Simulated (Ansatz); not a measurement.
What each rung costs, and what it gives

Saddle point of AlN₂H₇S, singlet (AlN₂H₅S ([NH2][Al]([NH2])[SH]) + H₂ → AlN₂H₅ ([NH2][AlH][NH2]) + H₂S (still joined by a long Al–S bond); bonds formed: Al1–H6, S2–H5; bonds broken: H5–H6; bonds weakened to dative contacts: Al1–S2), PBE0-D4/def2-TZVP structure:

```
11
angstrom
Al -0.1536 -0.1753 -0.1463
S 1.2608 1.8151 -0.3674
N 0.8063 -1.4467 -0.9225
N -0.9866 -0.3740 1.4036
H -0.1652 1.5444 -0.9372
H -1.1324 0.8491 -1.0912
H 0.7261 2.3322 0.7515
H 1.6837 -1.2940 -1.3904
H 0.4680 -2.3753 -1.1135
H -1.8433 0.0869 1.6598
H -0.6639 -0.9624 2.1537
```

Barriers are electronic and count from the start structure reached by relaxing down the imaginary mode.

Computed with Ansatz 0.2.0 (basis: as named in each row); correlated methods freeze the cores. B3LYP uses VWN-RPA correlation. Extrapolation: Hartree–Fock as exp(−7.88 √X), correlation as X^−2.97.

Times are rough, for one single point on 4 threads of a shared host (Arm Neoverse V1).

The estimate by CCSD(T) at an estimated basis limit (MP2 extrapolated from triple and quadruple zeta, plus CCSD(T) − MP2 in triple zeta) is 1.438 eV.

| method | basis | time (s) | barrier (eV) | method less estimate |
| --- | --- | --- | --- | --- |
| HF | STO-3G | under 1 | 2.644 | 1.206 |
| PBE-D4 | STO-3G | under 1 | 1.474 | 0.036 |
| SPW92 | def2-SVP | under 1 | 0.603 | -0.835 |
| B3LYP-D4 | 6-31G | under 1 | 1.646 | 0.207 |
| PBE-D4 | def2-SVP | under 1 | 0.914 | -0.524 |
| PBE0-D4 | def2-SVP | 1 | 1.057 | -0.382 |
| SPW92 | def2-TZVPP | 1 | 0.753 | -0.685 |
| PBE-D4 | def2-TZVPP | 2 | 1.066 | -0.372 |
| BLYP-D4 | def2-TZVPP | 2 | 1.236 | -0.203 |
| B3LYP-D4 | def2-TZVPP | 3 | 1.317 | -0.121 |
| BHLYP-D4 | def2-TZVPP | 3 | 1.466 | 0.028 |
| PBE0-D4 | def2-TZVPP | 3 | 1.191 | -0.248 |
| CAM-B3LYP-D4 | def2-TZVPP | 3 | 1.357 | -0.082 |
| CCSD(T) | def2-SVP | 3 | 1.318 | -0.120 |
| r2SCAN-D4 | def2-TZVPP | 4 | 1.169 | -0.269 |
| r2SCAN0-D4 | def2-TZVPP | 4 | 1.261 | -0.177 |
| wB97M-V | def2-SVP | 5 | 1.175 | -0.264 |
| B2PLYP | def2-TZVPP | 5 | 1.397 | -0.041 |
| PBE-QIDH | def2-TZVPP | 5 | 1.337 | -0.101 |
| RPA on PBE | def2-TZVPP | 6 | 1.404 | -0.034 |
| wB97X-V | def2-TZVPP | 8 | 1.392 | -0.046 |
| B97M-V | def2-TZVPP | 8 | 1.186 | -0.252 |
| wB97M-V | def2-TZVPP | 8 | 1.386 | -0.052 |
| MP2 | def2-QZVPP | 20 | 1.450 | 0.012 |
| CCSD(T) | def2-TZVPP | 99 | 1.424 | -0.014 |

All methods are single points on the PBE0-D4 structures.

No T1 diagnostic of these runs exceeds 0.012.

Labels in which every atom is bracketed show which atoms are joined, not bond orders.
